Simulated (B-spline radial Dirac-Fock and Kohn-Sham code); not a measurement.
# Electron momentum distribution of Kr²¹⁺: Compton profiles

System: krypton as Kr²¹⁺, 1s2 2s2 2p6 3s2 3p3.

Input of the calculation (task.json; shells as n, l, electrons):

```json
{"items": [{
  "Z": 36,
  "q": 21,
  "cfg": [[1, 0, 2], [2, 0, 2], [2, 1, 6], [3, 0, 2], [3, 1, 3]],
  "A": 84,
  "rrms": 4.1884,
  "do": ["scatter"],
  "s": [0.0, 0.03, 0.04, 0.05, 0.07, 0.09, 0.11, 0.15, 0.19, 0.24, 0.3, 0.39, 0.49, 0.63, 0.8, 1.03, 1.31, 1.67, 2.14, 2.73, 3.48, 4.45, 5.68],
  "pz": [0, 0.1, 0.2, 0.3, 0.4, 0.5, 0.6, 0.8, 1.0, 1.2, 1.4, 1.6, 1.8, 2.0, 2.5, 3.0, 4.0, 5.0, 7.0, 10.0, 15.0, 20.0, 30.0, 40.0, 60.0, 100.0],
  "hv_scatter": [1000, 2000, 5000, 10000, 17479.3, 20000, 100000, 500000]
}]}
```

Command: `python xray_run.py task.json out`

Level of theory: the impulse approximation on Dirac-Fock orbitals of the configuration average with a finite nucleus; a radial finite-basis atomic code. pz is in atomic units of momentum; subshell profiles are per electron, for a selection of subshells; open shells are spread over both j values by their weights.

| pz | J total | J 2s1/2 | J 2p1/2 | J 2p3/2 | J 3p3/2 |
| --- | --- | --- | --- | --- | --- |
| 0 | 1.155 | 0.0843 | 0.0426 | 0.0435 | 0.109 |
| 0.2 | 1.153 | 0.0842 | 0.0426 | 0.0435 | 0.109 |
| 0.3 | 1.150 | 0.0840 | 0.0426 | 0.0435 | 0.109 |
| 0.4 | 1.146 | 0.0839 | 0.0426 | 0.0435 | 0.109 |
| 0.5 | 1.141 | 0.0837 | 0.0426 | 0.0435 | 0.109 |
| 0.6 | 1.134 | 0.0834 | 0.0426 | 0.0435 | 0.108 |
| 0.8 | 1.118 | 0.0827 | 0.0426 | 0.0435 | 0.108 |
| 1 | 1.098 | 0.0819 | 0.0426 | 0.0435 | 0.108 |
| 1.2 | 1.075 | 0.0809 | 0.0426 | 0.0435 | 0.107 |
| 1.4 | 1.048 | 0.0797 | 0.0426 | 0.0435 | 0.106 |
| 1.6 | 1.018 | 0.0783 | 0.0426 | 0.0435 | 0.105 |
| 1.8 | 0.9857 | 0.0768 | 0.0425 | 0.0434 | 0.103 |
| 2 | 0.9518 | 0.0752 | 0.0425 | 0.0434 | 0.101 |
| 2.5 | 0.8627 | 0.0706 | 0.0424 | 0.0432 | 0.0925 |
| 3 | 0.7730 | 0.0653 | 0.0421 | 0.0429 | 0.0813 |
| 4 | 0.6130 | 0.0538 | 0.0411 | 0.0419 | 0.0548 |
| 5 | 0.4927 | 0.0422 | 0.0395 | 0.0401 | 0.0311 |
| 7 | 0.3457 | 0.0227 | 0.0341 | 0.0344 | 0.00808 |
| 10 | 0.2180 | 0.00708 | 0.0235 | 0.0234 | 0.00455 |
| 15 | 0.09983 | 0.00208 | 0.00975 | 0.00937 | 0.00284 |
| 20 | 0.04943 | 0.00197 | 0.00359 | 0.00334 | 0.00106 |
| 30 | 0.01573 | 0.00105 | 0.000531 | 0.000465 | 0.000138 |
| 40 | 0.006055 | 0.000423 | 0.000103 | 8.49e-05 | 2.38e-05 |
| 60 | 0.001221 | 7.66e-05 | 8.04e-06 | 5.79e-06 | 1.54e-06 |
| 100 | 0.0001153 | 6.30e-06 | < 1e-6 | < 1e-6 | < 1e-6 |

J(0) = 1.155. The 3s1/2 subshell gives the largest part, 31 %.

Mean momentum ⟨p⟩ by subshell (a.u.): 1s1/2 31.4, 2s1/2 11.0, 2p1/2 14.7, 2p3/2 14.4, 3s1/2 5.88, 3p1/2 6.98, 3p3/2 6.90.
